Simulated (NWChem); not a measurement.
Molecule: C₂H₄OS; SMILES C(S)C=O

```xyz
8

O     -0.2072     2.2060    -0.2981
C     -0.1789     1.1905     0.3387
C      0.7360     0.0280     0.0405
S     -0.1973    -1.5247    -0.1376
H     -0.8606     1.0294     1.2157
H      1.4984    -0.0733     0.8299
H      1.2487     0.2138    -0.9140
H     -0.4135    -1.7327     1.1795
```
Atoms are numbered in this order, from 1.

Results from NWChem. Pople sets run with spherical d functions. Coordinates come from a PBE0/def2-SVP optimisation. Level MN15/6-31G*: energy and gradient on several grids; changes count from the extra-fine grid, which is no exact limit either.

```tsv
grid	size of the energy change (μHa)	largest change of a gradient component (μHa/bohr)	time, medium = 1 (rough)
xcoarse	5000	1000	about 1
coarse	700	700	about 1
medium	< 10	100	about 1
fine	< 10	< 30	about 1
xfine	< 10	< 30	2
```
